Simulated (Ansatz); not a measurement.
BH₆InSi (`B[SiH2][InH2]`). Total charge 0; spin multiplicity 1. In takes the def2 core potential.

| atom | x (Å) | y (Å) | z (Å) |
| --- | --- | --- | --- |
| B1 | -0.418 | 0.806 | -0.991 |
| Si2 | -1.406 | -0.104 | 0.333 |
| In3 | 1.312 | -0.432 | 0.379 |
| H4 | -0.017 | 1.917 | -0.784 |
| H5 | -0.189 | 0.273 | -2.040 |
| H6 | -1.879 | -1.509 | 0.219 |
| H7 | -1.676 | 0.419 | 1.698 |
| H8 | 2.666 | 0.136 | -0.515 |
| H9 | 1.606 | -1.506 | 1.700 |

List the harmonic frequencies (cm⁻¹, unscaled) at PBE0-D4/def2-TZVP in Ansatz. (An estimate is asked.)

The calculation gave: 81, 169, 226, 320, 337, 352, 492, 497, 611, 690, 725, 757, 832, 947, 1111, 1793, 1822, 2221, 2235, 2556, 2644.

Is this a minimum?

Yes, all 21 modes are real.

Give the ideal-gas thermochemistry at 298.15 K and 1 bar (rigid rotor, harmonic oscillator; point group Cs, symmetry number 1).

Zero-point energy 128.1 kJ/mol; H(298) − E = 148.8 kJ/mol; entropy 344.1 J/(mol·K), of which translation 172.1, rotation 109.6, vibration 62.3; G(298) − E = 46.2 kJ/mol. Modes under 100 cm⁻¹ are hindered rotations or soft bends, so the harmonic entropy is rough.

And at 400, 500, 600, 800 and 1000 K?


| T (K) | H − E (kJ/mol) | S (J/mol/K) | G − E (kJ/mol) |
| --- | --- | --- | --- |
| 400 | 160.6 | 378.2 | 9.4 |
| 500 | 173.7 | 407.3 | -29.9 |
| 600 | 187.9 | 433.1 | -72.0 |
| 800 | 218.9 | 477.6 | -163.2 |
| 1000 | 252.6 | 515.1 | -262.6 |

Rotational constants (cm⁻¹)?

0.3705, 0.07879, 0.06767.
